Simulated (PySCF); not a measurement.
Al(GeH3)2(H) (AlGe2H7), SMILES [GeH3][AlH][GeH3].

Geometry: r2SCAN-D4/def2-SVP. The structure was generated by enumeration; whether it is a known compound was not checked.

All values below come from r2SCAN-D4/def2-SVP (PySCF).

Frequencies are harmonic and unscaled.

List the normal modes with their intensities. (An estimate is asked for; the answer gives what the named calculation found.)


| mode | ν (cm⁻¹) | IR (km/mol) | Raman (Å⁴/amu) | depolarisation | moving atoms (share of kinetic energy) |
|---|---|---|---|---|---|
| 1 | 16 | 0.1 | 0.6 | 0.75 | H 86 %, Al 11 % |
| 2 | 26 | 0.3 | 0.1 | 0.74 | H 98 % |
| 3 | 66 | 1.9 | 2.4 | 0.54 | Ge 65 %, Al 21 %, H 14 % |
| 4 | 256 | 6.4 | 18.7 | 0.10 | Al 45 %, Ge 38 %, H 17 % |
| 5 | 279 | 53.4 | 5.8 | 0.53 | H 94 % |
| 6 | 335 | 2.0 | 1.0 | 0.73 | H 94 % |
| 7 | 351 | 21.0 | 1.8 | 0.29 | H 92 % |
| 8 | 377 | 0.5 | 5.4 | 0.71 | Al 65 %, Ge 18 %, H 17 % |
| 9 | 446 | 1.8 | 5.7 | 0.60 | H 80 %, Al 13 % |
| 10 | 470 | 7.9 | 0.9 | 0.70 | H 79 %, Al 17 % |
| 11 | 611 | 348.3 | 1.0 | 0.74 | H 88 %, Al 10 % |
| 12 | 778 | 233.1 | 14.3 | 0.75 | H 97 % |
| 13 | 800 | 62.4 | 11.0 | 0.60 | H 97 % |
| 14 | 887 | 16.7 | 37.2 | 0.75 | H 99 % |
| 15 | 888 | 9.8 | 36.0 | 0.75 | H 99 % |
| 16 | 890 | 38.0 | 24.2 | 0.75 | H 99 % |
| 17 | 894 | 52.2 | 16.8 | 0.75 | H 99 % |
| 18 | 1906 | 201.4 | 202.9 | 0.20 | H 96 % |
| 19 | 2108 | 123.4 | 44.3 | 0.75 | H 99 % |
| 20 | 2111 | 69.7 | 511.9 | 0.04 | H 99 % |
| 21 | 2118 | 52.2 | 225.6 | 0.72 | H 99 % |
| 22 | 2120 | 135.9 | 164.3 | 0.19 | H 99 % |
| 23 | 2130 | 74.4 | 277.9 | 0.32 | H 99 % |
| 24 | 2132 | 165.3 | 157.8 | 0.73 | H 99 % |
